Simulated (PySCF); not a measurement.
Stationary points of TiOF₂

Computed with PySCF, PBE0, basis Ti def2-TZVP, O def2-TZVP, F def2-TZVP (no relativity, density fitting).

Relaxations began from a few typed shapes. The search is not exhaustive: other isomers or separated fragments can lie lower, and high-lying points may rest on an excited occupation.

```csv
spin,group,bonds,angles,imaginary modes (cm⁻¹),ΔE (kJ/mol),ΔE with ZPE (kJ/mol)
singlet,Cs,"Ti–F 1.789 Å (×2), Ti–O 1.592 Å","F–Ti–F 127.8°, F–Ti–O 115.8° (×2)",none,0.0,0.0
singlet,C2v,"Ti–F 1.789 Å (×2), Ti–O 1.592 Å","F–Ti–F 128.0°, F–Ti–O 116.0° (×2)",28i,0.1,–
```

The lowest minimum found is the singlet Cs: Ti–F 1.789 Å (×2), Ti–O 1.592 Å; F–Ti–F 127.8°, F–Ti–O 115.8° (×2).

Formally Ti is in oxidation state +4, d0. The polar-tensor charge on Ti, 2.41, is below the formal one.
